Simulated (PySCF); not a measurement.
C₃H₆OSi, SMILES C1=C[C@@H]([SiH3])O1. Geometry optimised at PBE0-D3(BJ)/def2-SVP. The structure was generated by enumeration; whether it is a known compound was not checked.

### Question
Give the equilibrium geometry at PBE0-D3(BJ)/def2-SVP (PySCF confirms it by a frequency run) as Cartesian coordinates in Å. (Estimate from the structure and the level; the computed values follow.)

### Answer

```xyz
11

Si     1.6012     0.2339    -0.1108
C     -0.2217     0.0777    -0.6184
C     -1.2163     0.8644     0.1914
C     -1.6128    -0.3191     0.6901
O     -0.7718    -1.1386    -0.0147
H      2.1196     1.5640    -0.5560
H      1.6836     0.1254     1.3735
H      2.4124    -0.8408    -0.7568
H     -0.3744     0.0611    -1.7110
H     -1.4635     1.9139     0.3208
H     -2.3153    -0.7271     1.4201
```
